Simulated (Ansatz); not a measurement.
Reaction (hydrogenolysis of the Si–C bond): `C[SiH2][SiH](O)F` + H₂ → `O[SiH](F)[SiH3]` + CH₄

Isolated molecules relaxed with PBE0-D4/def2-TZVP in Ansatz; ΔE leaves out vibrations. CCSD(T)/CBS adds triple-zeta CCSD(T) − MP2 to the extrapolated MP2 energy (def2 sets, frozen cores). This one scheme is used for every species. Functionals use def2-TZVPP. Each species was taken in one conformer, which may not be the lowest.

```json
{"level": "BHLYP-D4", "ΔE (kJ/mol)": "-33.9"}
{"level": "PBE", "ΔE (kJ/mol)": "-30.6"}
```

What does CCSD(T)/CBS give? (Best estimate.)

The calculation gave: -27.5 kJ/mol. The listed levels differ from it by -6.4, -3.1 kJ/mol.

Largest T1 diagnostic among the species: 0.013.

At CCSD(T), def2-SVP lies −13.2 kJ/mol from the extrapolated value and def2-TZVPP −2.7 kJ/mol. The D4 term adds +8.9 kJ/mol with B3LYP and +5.0 kJ/mol with PBE0; it sums over pairs of atoms, weighted by their polarisabilities, and B3LYP, whose exchange is more repulsive, gets the larger term.

B3LYP here is the variant with VWN-RPA as its local correlation; programs differ in this.
